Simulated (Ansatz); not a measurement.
Born–Oppenheimer molecular dynamics of BCl3H3N (8 atoms, charge 0, multiplicity 1). It starts from a relaxed structure.

All numbers below come from RKS PBE/STO-3G in Ansatz.

```
ensemble        : NVT, Nosé–Hoover chain
time step       : 0.25 fs
steps asked     : 400
set temperature : 500 K
thermostat      : time constant 300 fs, chain length 5
seed            : 671912
```

First frame:

```xyz
8
Properties=species:S:1:pos:R:3
N -0.001 0.131 -0.845
H -0.980 0.040 -1.250
H 0.357 1.102 -1.088
H 0.619 -0.573 -1.347
Cl -1.098 1.221 1.461
B 0.001 -0.124 0.807
Cl 1.789 0.043 1.275
Cl -0.686 -1.839 0.988
```

(1) How far do the bonds stretch over the last three quarters of this one trajectory? (Pairs bonded in most of those frames.)

Answers

(1) 
```
  bond  mean (Å)  spread (Å)  shortest  longest
 N1–H2     1.065       0.006      1.05     1.08
 N1–H3     1.067       0.030      1.02     1.11
 N1–H4     1.067       0.025      1.02     1.11
 N1–B6     1.692       0.055      1.59     1.77
Cl5–B6     1.861       0.023      1.82     1.90
B6–Cl7     1.854       0.028      1.82     1.91
B6–Cl8     1.864       0.034      1.79     1.91
```

Mean temperature of the second half: 302 K. The conserved energy stayed within 0.069 meV per atom of its start (net change 0.023 meV per atom), so the integration is sound. The mean temperature of the second half is 40 % below the set value. A run of 0.1 ps of so small a system gives no equilibrium averages. Limits of this set-up: minimal basis.

The run took 21 min on 1 CPU thread of a shared host.
